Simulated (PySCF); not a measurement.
C8H18O.
Atom-mapped SMILES: `[CH3:1][C:2]([CH3:3])([CH3:4])[O:5][C:6]([CH3:7])([CH3:8])[CH3:9]` (hydrogens: H10, H11, H12 on C1; H13, H14, H15 on C3; H16, H17, H18 on C4; H19, H20, H21 on C7; H22, H23, H24 on C8; H25, H26, H27 on C9)

The same species was optimised twice, with GFN2-xTB and with PBE0-D3(BJ)/def2-SVP (PySCF), and the same property calculations (PySCF, gas phase) were run on both structures.

| coordinate | GFN2-xTB | PBE0-D3(BJ)/def2-SVP | change |
| --- | --- | --- | --- |
| C2–C4 (Å) | 1.537 | 1.528 | -0.009 |
| C6–C9 (Å) | 1.537 | 1.528 | -0.009 |
| C2–C3 (Å) | 1.538 | 1.532 | -0.006 |
| C6–C8 (Å) | 1.538 | 1.532 | -0.006 |
| C1–C2 (Å) | 1.532 | 1.528 | -0.004 |
| C6–C7 (Å) | 1.532 | 1.528 | -0.004 |
| C2–O5 (Å) | 1.426 | 1.423 | -0.003 |
| O5–C6 (Å) | 1.426 | 1.424 | -0.002 |
| C2–O5–C6 (°) | 126.6 | 127.7 | +1.1 |
| C1–C2–O5 (°) | 115.2 | 114.4 | -0.8 |
| O5–C6–C8 (°) | 112.0 | 111.2 | -0.8 |
| C3–C2–O5 (°) | 112.0 | 111.2 | -0.8 |
| O5–C6–C7 (°) | 115.2 | 114.5 | -0.7 |
| C1–C2–C3 (°) | 109.9 | 110.4 | +0.5 |
| C3–C2–C4 (°) | 108.4 | 108.9 | +0.5 |
| C8–C6–C9 (°) | 108.4 | 108.9 | +0.5 |
| C1–C2–O5–C6 (°) | -47 | -46 | +1 |
| C2–O5–C6–C7 (°) | -47 | -46 | +1 |

Rotational constants: A = 2323, B = 1107, C = 1099 MHz (GFN2-xTB) against A = 2321, B = 1114, C = 1104 MHz (PBE0-D3(BJ)/def2-SVP). Point groups within 0.08 Å: C2 and C2.

On the GFN2-xTB structure: HOMO (eV) -7.10 [PBE0/pcSseg-1]; LUMO (eV) 1.28 [PBE0/pcSseg-1]; dipole (D) 1.13 [PBE0/pcSseg-1]; GIAO shielding of C1 (×6) (mean) (ppm) 153.1 [PBE0/pcSseg-1]; GIAO shielding of C2/C6 (mean) (ppm) 111.5 [PBE0/pcSseg-1]; GIAO shielding of O5 (ppm) 211.7 [PBE0/pcSseg-1].

**Question.** What do these properties become on the PBE0-D3(BJ)/def2-SVP structure?

**Answer.** 
```tsv
property	level	on GFN2-xTB	on PBE0-D3(BJ)/def2-SVP	change
HOMO (eV)	PBE0/pcSseg-1	-7.10	-7.10	0.00
LUMO (eV)	PBE0/pcSseg-1	1.28	1.24	-0.04
dipole (D)	PBE0/pcSseg-1	1.13	1.11	-0.02
energy, GFN2-xTB geometry as zero (kcal/mol)	PBE0/pcSseg-1	0.0	-0.8	-0.8
GIAO shielding of C1 (×6) (mean) (ppm)	PBE0/pcSseg-1	153.1	151.4	-1.7
GIAO shielding of C2/C6 (mean) (ppm)	PBE0/pcSseg-1	111.5	112.2	+0.7
GIAO shielding of O5 (ppm)	PBE0/pcSseg-1	211.7	215.8	+4.1
```

The heavy atoms differ by 0.019 Å rms after alignment. Among bonds between heavy atoms C2–C4 and C6–C9 change most and about equally (-0.009 Å). Changes are differences of the printed values. Neither structure is proved a minimum here.

Shape of the structure used: `[CH3:1][C:2]([CH3:3])([CH3:4])[O:5][C:6]([CH3:7])([CH3:8])[CH3:9]`: C1–C2–O5–C6 -46°, C2–O5–C6–C7 -46°.
